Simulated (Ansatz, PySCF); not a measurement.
Gas-phase reaction (SMILES): C=CC[SiH3] [prop-2-enylsilane] + 2 C (CH4) → C=C (C2H4) [ethene] + CC (C2H6) [ethane] + C[SiH3] [methylsilane]; bond separation energy.

Each molecule is optimised on its own at B3LYP-D3(BJ)/def2-TZVP (Ansatz, a quantum-chemistry and plane-wave program), one conformer each, not searched for the lowest. Cores are frozen in the correlated levels unless marked. Spin-orbit coupling is left out. Non-relativistic. Basis-set limits of correlation are two-point, X^-3; Hartree-Fock from the larger set. [CCSD(T)-MP2]/basis is that difference in the basis named. Thermal terms are rigid-rotor harmonic-oscillator values from B3LYP-D3(BJ) frequencies (PySCF) at 298.15 K and 1 atm. 1 Eh = 627.5095 kcal/mol.

```
species     E, RI-MP2/CBS(cc-pV(T+d)Z,cc-pV(Q+d)Z)+[CCSD(T)-MP2]/cc-pV(T+d)Z (Ansatz) (Eh)  E, PBE/def2-TZVPD (Ansatz) (Eh)  H - E (Eh)  G - E (Eh)
----------  ------------------------------------------------------------------------------  -------------------------------  ----------  ----------
C=CC[SiH3]                                                                      -408.01996                       -408.32121     0.10191     0.06566
C (CH4)                                                                          -40.46125                        -40.46301     0.04840     0.02728
C=C (C2H4)                                                                       -78.47961                        -78.50050     0.05494     0.03009
CC (C2H6)                                                                        -79.71807                        -79.73096     0.07887     0.05302
C[SiH3]                                                                         -330.73641                       -331.00719     0.06602     0.03705
```

### Question
Work out ΔE and ΔH, ΔG, ΔS and the equilibrium constant at 298.15 K at the first level, then ΔH at the second.

### Answer

1. ΔE = [(-78.47961) + (-79.71807) + (-330.73641)] - [(-408.01996) + 2×(-40.46125)] = 0.00837 Eh = 5.3 kcal/mol at RI-MP2/CBS(cc-pV(T+d)Z,cc-pV(Q+d)Z)+[CCSD(T)-MP2]/cc-pV(T+d)Z.
2. The terms H - E add up to 0.00112 Eh, so ΔH = (0.00837 + (0.00112))×627.5095 = 6.0 kcal/mol.
3. The terms G - E add up to -0.00006 Eh, so ΔG = 5.2 kcal/mol, and ΔS = (0.00112 - (-0.00006))×627509.5/298.15 = 2.5 cal/(mol K).
4. log10 K = -ΔG/(RT ln 10) = -3.8, with RT ln 10 = 1.3642 kcal/mol.
5. At PBE/def2-TZVPD the same steps give ΔE = 5.4 and ΔH = 6.1 kcal/mol, a shift of +0.1 from the first level.
6. These values are not checked against measurement here, since the tables used lack a sound gas-phase enthalpy of formation for at least one species.
